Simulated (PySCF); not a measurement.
**Which orbitals make which state**

Compound: C4H12Si.
Z-matrix (Å and degrees, PBE0-D3(BJ)/def2-SVP geometry), rows numbered from 1:
```
C 
C   1  1.5218
C   2  1.5283  1  113.45
Si  3  1.8874  2  114.81  1   178.92
C   4  1.8821  3  111.64  2   -61.06
H   1  1.1020  2  111.11  3   -60.14
H   1  1.1009  2  111.69  3   179.57
H   1  1.1016  2  111.11  3    59.31
H   2  1.1043  1  109.37  3  -122.39
H   2  1.1042  1  109.19  3   122.67
H   3  1.1055  2  110.10  1    56.82
H   3  1.1050  2  110.04  1   -59.11
H   4  1.4998  3  109.44  2    60.07
H   4  1.4990  3  109.19  2   177.65
H   5  1.1009  4  111.08  3    62.22
H   5  1.1006  4  111.03  3  -177.77
H   5  1.1015  4  110.76  3   -57.83
```

Method used: TDDFT wB97X-D/def2-SVPD, vertical, gas phase, core orbitals frozen in the response in PySCF.

Orbital energies (eV): HOMO-3 -11.22, HOMO-2 -10.82, HOMO-1 -10.71, HOMO -10.12, LUMO 2.25, LUMO+1 2.57, LUMO+2 2.80.

Task: Among the lowest singlets, which states do these configurations lead, and at what energies: HOMO-2→LUMO, HOMO→LUMO+1, HOMO→LUMO, HOMO-1→LUMO?

Result: 

```tsv
state	leading configuration	weight	Δε (eV)	E (eV)	E − Δε (eV)	f	other configurations
S1	HOMO→LUMO	0.83	12.37	8.23	-4.13	0.035	–
S2	HOMO→LUMO+1	0.79	12.69	8.51	-4.18	0.032	–
S3	HOMO-1→LUMO	0.72	12.96	8.73	-4.23	0.087	H-1→L+1 (15%)
S4	HOMO-2→LUMO	0.68	13.07	8.82	-4.25	0.061	H-2→L+1 (11%)
```

E − Δε runs from -4.25 to -4.13 eV. Among themselves, these states come in the order of their orbital differences. Δε is the difference of the two orbital energies.

H and L stand for HOMO and LUMO. The other states: S5 8.91 eV, f 0.018, H-2→L+1 (53%), H-2→L+3 (12%), H-2→L+2 (9%); S6 8.99 eV, f 0.029, H-1→L+1 (48%), H-1→L+3 (18%).

Summed over the main configurations (up to three a state, each over 8%) of all 6 singlets, the electron leaves HOMO with weight 1.62, HOMO-2 with weight 1.54 and HOMO-1 with weight 1.52.

One conformer stands for the species.
